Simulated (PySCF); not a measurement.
Electronic structure of Br (bromine, neutral) at the r2SCANh level

Configuration: [Ar] 3d10 4s2 4p4 5s1, high-spin 4P determinant (an excited configuration). Calculation: PySCF 2.14, in aug-cc-pVTZ-PP with one added diffuse shell each of s, d, f type with ECP10MDF (7s5p5d3f, 68 functions); scalar relativity through the core potential.

* Total energy: -416.3947 hartree
* One-electron energy: -724.4834 hartree
* Hartree (Coulomb) energy: 338.8664 hartree
* Exchange-correlation energy: -30.7777 hartree
* ⟨S²⟩: 3.7547
* ⟨L²⟩: 2.048
* Sum of ⟨r⟩: 27.12 bohr
* Sum of ⟨r²⟩: 66.70 bohr²
* Traceless quadrupole moment −½Σ⟨3z² − r²⟩ along its main axis: 0.0409 e·bohr²

| shell | electrons | mean orbital energy (eV) | spread (eV) | rms radius, mean of both spins (bohr) |
| --- | --- | --- | --- | --- |
| 3s α | 1 | -243.45 | 0 | 0.592 |
| 3s β | 1 | -243.22 | 0 | 0.592 |
| 3p α | 3 | -186.86 | 0.683 | 0.612 |
| 3p β | 3 | -186.61 | 0.457 | 0.612 |
| 3d α | 5 | -76.416 | 0.672 | 0.647 |
| 3d β | 5 | -76.089 | 0.407 | 0.647 |
| 4s α | 1 | -27.862 | 0 | 1.76 |
| 4s β | 1 | -24.706 | 0 | 1.76 |
| 4p α | 3 | -14.039 | 1.614 | 2.13 |
| 4p β | 1 | -12.116 | 0 | 2.13 |
| 5s α | 1 | -2.505 | 0 | 5.93 |

Energies and moments cover only the electrons outside the core potential. The outer electron is Rydberg-like, and this basis confines it to a smaller radius and binds it less than a complete one would.
